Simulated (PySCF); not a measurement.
Delta-SCF ions had no search for a lower state. Excitations are Tamm–Dancoff values on a coarser integration grid. The basis has no diffuse functions, so Rydberg states are missing or too high.

H₄O₂Sn, SMILES `[OH][SnH2][OH]` (H–O–Sn–O torsion -105°, O–Sn–O–H torsion 52°) (charge 0, multiplicity 1)

All values below come from PBE-D3(BJ)/def2-TZVP in PySCF.

```json
{
 "HOMO": "-6.77 eV",
 "dipole_moment": "2.48 D",
 "HOMO–LUMO gap": "5.22 eV",
 "LUMO": "-1.55 eV",
 "S1 excitation (TDA)": "5.50 eV",
 "S1 oscillator strength": "0.028",
 "T1 excitation (TDA)": "4.96 eV",
 "S1–T1 gap (TDA)": "0.54 eV",
 "vertical ionisation energy (Delta-SCF)": "10.09 eV",
 "total_energy": "-367.0763 Ha",
 "cost": "about 90 core-seconds (a rough figure)"
}
```

```xyz
7

O      1.5106    -0.7228    -0.2398
Sn    -0.0157     0.5537    -0.1231
O     -1.6843    -0.4846    -0.4221
H      1.8628    -0.9247     0.6432
H      0.0637     1.5891    -1.4775
H     -0.0084     1.2494     1.4568
H     -1.7288    -1.2601     0.1626
```
